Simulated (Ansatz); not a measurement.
Mulliken charges of H3O3STa (`[OH][Ta]([OH])([OH])=[S]`) from ωB97M-V/def2-TZVPP in Ansatz (PBE0-D4/def2-TZVP geometry).

```tsv
atom	x (Å)	y (Å)	z (Å)	charge (e)
O1	-1.030	1.549	0.141	-0.393
Ta2	0.043	-0.001	-0.040	0.845
O3	0.884	-0.355	1.620	-0.393
O4	-1.074	-1.466	-0.480	-0.393
S5	1.533	0.295	-1.586	-0.272
H6	-1.006	2.386	-0.325	0.201
H7	1.811	-0.416	1.851	0.201
H8	-1.069	-2.050	-1.238	0.201
```

**Question.** By hand: the dipole of these point charges (1 e Å = 4.8032 D).

**Answer.** Σ q r = (0.046, 0.010, -0.048) e Å, of length 0.067 e Å = 0.32 D.

**Question.** How does the dipole of the full density compare? (Estimate.)

**Answer.** Computed: (-0.109, -0.021, 0.113) e Å, 0.76 D; the point charges give 0.42 times that, at 179° from its direction, so they point the opposite way.

Point charges leave out the atoms' own dipoles, such as those of lone pairs, and Mulliken's split depends on the basis, so the two needn't agree.
